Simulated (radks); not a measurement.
Values are calculated unless marked as measured or tabulated.
Task: Valence configurations of K I (all share [Ar]). Level of theory: non-relativistic Kohn-Sham, LDA (Slater exchange, Perdew-Wang correlation), spin-polarised, spherical densities, point nucleus; open shells are filled with parallel spins first (a radial shooting solver on a logarithmic mesh with Libxc functionals). Order these by energy: 3d0.5 4p0.5; 4p1; 4s0.5 4p0.5; 3d0.5 4s0.5; 4s1; 3d1.

Result: From the lowest, in eV above it: 4s1 0.000; 4s0.5 4p0.5 0.821; 3d0.5 4s0.5 1.291; 4p1 1.652; 3d0.5 4p0.5 2.115; 3d1 2.566. NIST lists [Ar] 4s1 as the ground configuration; this level of theory agrees among the configurations tried. The energies are those of spherical high-spin densities, not of single terms.
